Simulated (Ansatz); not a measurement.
Ansatz (a first-principles code) job for 2-chloro-3-fluorobuta-1,3-diene (C4H4ClF), SMILES C=C(Cl)C(F)=C, PBE/def2-SVPD. The structure is a stationary point at r2SCAN-D4/def2-SVP. The values are those of a single conformer.

Ansatz 0.2 input:
```yaml
crystal:
  periodic: [false, false, false]
  atoms:
    - {symbol: C, position_ang: [-1.60132125, 1.15004634, 0.00000000]}
    - {symbol: C, position_ang: [-0.27368586, 0.98163849, 0.00000000]}
    - {symbol: F, position_ang: [0.53550770, 2.05699835, 0.00000000]}
    - {symbol: C, position_ang: [0.48581081, -0.27242022, 0.00000000]}
    - {symbol: C, position_ang: [1.82704844, -0.32806718, 0.00000000]}
    - {symbol: Cl, position_ang: [-0.46577650, -1.73301651, 0.00000000]}
    - {symbol: H, position_ang: [-2.01746997, 2.15891264, 0.00000000]}
    - {symbol: H, position_ang: [-2.26403730, 0.28641798, 0.00000000]}
    - {symbol: H, position_ang: [2.40082024, 0.60003300, 0.00000000]}
    - {symbol: H, position_ang: [2.35220543, -1.28425263, 0.00000000]}
basis:
  gaussian:
    orbitals: def2-SVPD
hamiltonian:
  xc: {name: PBE}
```

Log of the run:

```
WARN ansatz: RAYON_NUM_THREADS=1 ignored (pool sized by the plan → 1); use --threads N
Functional definition: PBE
integrals: 0.10 GiB planned
1393 factors; their error is unknown
mean field: 0.65 GiB planned
mean field evaluation 1: about -19419.9469 eV, gradient 6.3e1 eV
mean field evaluation 2: about -19407.4314 eV, gradient 8.7e1 eV
mean field evaluation 4: about -19429.5809 eV, gradient 1.2e1 eV
mean field evaluation 8: about -19429.9649 eV, gradient 1.4e-1 eV
mean field evaluation 16: about -19429.8840 eV, gradient 3.6e-4 eV
mean field -19429.88395513 eV, -714.0350653028 hartree, gradient 6.8e-5 eV, S^2 0.000000; 0 other end points of the search recorded, 0 dependent functions left out
reference -19429.88400373 eV, -714.0350670888 hartree; 27, 27 occupied and 135, 135 virtual orbitals, 1393 factors
Total energy: -19429.88400373 eV, -714.0350670888 hartree
```

Self-consistency was reached.

Cost: about 4 core-seconds (a rough figure).
